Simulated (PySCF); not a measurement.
B3H7N3, SMILES B1NB[NH2+]BN1, charge +1. Coordinates come from a B3LYP-D3(BJ)/def2-SVP optimisation. The isomer is the one that the SMILES or the coordinates give; other isomers of the formula were not compared.

These are B3LYP-D3(BJ)/def2-SVP (PySCF) values and carry that method's errors.

Harmonic wavenumbers (cm⁻¹): 135, 233, 328, 498, 500, 550, 734, 756, 817, 859, 867, 899, 929, 935, 966, 993, 1048, 1087, 1149, 1249, 1285, 1354, 1381, 1446, 1537, 1564, 2714, 2718, 2722, 3390, 3416, 3582, 3582. Rotational constants (GHz): 5.022, 4.918, 2.516; symmetry number 2.

**Question.** Work out the zero-point energy and the ideal-gas rigid-rotor harmonic-oscillator thermochemistry at 298.15 K and 1 atm.

**Answer.** ZPE = ½ Σ hcν = ½ × 46222 cm⁻¹ = 66.08 kcal/mol. H − E(el) = 70.30 kcal/mol. Entropy in cal/(mol K): translation 39.11, rotation 24.67, vibration 9.82, total 73.60. G − E(el) = 48.36 kcal/mol. Cp = 24.00 cal/(mol K). Modes under 150 cm⁻¹ make the vibrational entropy uncertain.
